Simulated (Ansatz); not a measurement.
Saddle point of SiH4OF2, closed shell (SiH₂F₂ ([F][SiH2][F]) + H₂O → SiH₂OF₂ ([OH][SiH]([F])[F]) + H₂; bonds formed: Si1–O7, H2–H6; bonds broken: Si1–H2, H6–O7), PBE0-D4/def2-TZVP structure:

```xyz
8
angstrom
Si -0.5881 0.1776 -0.0651
H -0.1536 -1.4345 -0.4069
F -0.6719 0.4435 -1.6357
F -0.5376 1.7187 0.4217
H -1.7902 -0.2616 0.6632
H 0.8528 -1.0346 0.0130
O 1.0813 -0.1105 0.5940
H 1.8074 0.5012 0.4158
```

Energies are electronic, without zero-point energy. Barriers and step energies count from the start structure reached by relaxing down the imaginary mode; all methods use the PBE0-D4 structures, on which another method's saddle can fall below an end. Ansatz 0.2.0; basis: def2-TZVPP, with def2-QZVPP for the basis limit; cores frozen in the correlated methods. B3LYP uses VWN-RPA correlation. Extrapolation: Hartree–Fock as exp(−7.88 √X), correlation as X^−2.97.

```csv
method,barrier (kcal/mol),step energy (kcal/mol)
SPW92,19.70,-19.57
PBE-D4,29.00,-19.91
BLYP-D4,33.90,-21.27
r2SCAN-D4,?,-22.16
B97M-V,32.59,-21.75
PBE0-D4,31.68,-20.22
B3LYP-D4,35.31,-21.35
r2SCAN0-D4,32.36,-21.99
BHLYP-D4,38.51,-21.59
CAM-B3LYP-D4,34.62,-21.53
wB97X-V,?,-20.85
wB97M-V,33.80,-21.20
B2PLYP,?,-22.01
PBE-QIDH,33.96,-21.50
RPA on PBE,37.36,-20.62
HF,48.69,-22.27
MP2,35.60,-22.70
CCSD,38.54,-21.27
CCSD(T),36.63,-21.47
```

Fill in the withheld barriers. (An estimate is asked for; the value comes from the calculation.)

By the calculation: B2PLYP 36.02; wB97X-V 34.74; r2SCAN-D4 30.38 kcal/mol. Each is the energy of the saddle less that of the start structure, by the same method.

For comparison, the barrier by CCSD(T) at an estimated basis limit (MP2 extrapolated from triple and quadruple zeta, plus CCSD(T) − MP2 in triple zeta) is 36.23 kcal/mol.

No T1 diagnostic of these runs exceeds 0.012.

Labels in which every atom is bracketed show which atoms are joined, not bond orders.

For scale, one of the runs: CCSD(T)/def2-TZVPP, 191 basis functions, launched by `ansatz run in.yaml --threads 4 --pin off --events-out ev --progress --plain --max-ram 9574MiB`. Time: 49 s of wall clock on 4 CPU threads of an Arm Neoverse V2; the host was shared. Peak host memory: 2.2 GiB.
